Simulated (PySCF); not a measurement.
Ionisation energy of Sb³⁷⁺ by level of theory

Sb³⁷⁺ [Ne] 3s2 3p2 (3P) → Sb³⁸⁺ [Ne] 3s2 3p1 (2P), as a difference of total energies. Calculation: PySCF 2.14, in an uncontracted even-tempered set (21 s from 6.2 bohr⁻², ratio 2.2; 14 p from 8.1 bohr⁻², ratio 2.2; 5 d from 33 bohr⁻², ratio 2.4; 4 f from 50 bohr⁻², ratio 2.4; 4 g from 75 bohr⁻², ratio 2.4); the spin-free X2C one-electron Hamiltonian (Gaussian nucleus). Correlated levels: outer shells: 1s2 frozen; virtual orbitals above 40 to 60 times the deepest correlated orbital energy dropped. The calculations carry no spin-orbit coupling.

```
                method  ionisation energy (eV)
                   UHF                  2534.9
                   LDA                  2536.2
                   PBE                  2536.7
                  PBE0                  2536.6
                r2SCAN                  2537.0
                 B97-3                  2536.3
                  TPSS                  2536.7
    MP2 (outer shells)                  2535.5
SCS-MP2 (outer shells)                  2535.3
```

Spin-orbit coupling is strong in these open shells (close to jj coupling). The scalar numbers leave it out and a first-order estimate fails, so it can dominate the gap to the real levels.

Breit and QED terms and the two-electron picture change are absent.

For comparison: 2567 ± 4 eV (theoretical estimate listed by NIST; NIST Atomic Spectra Database, ionization energies).
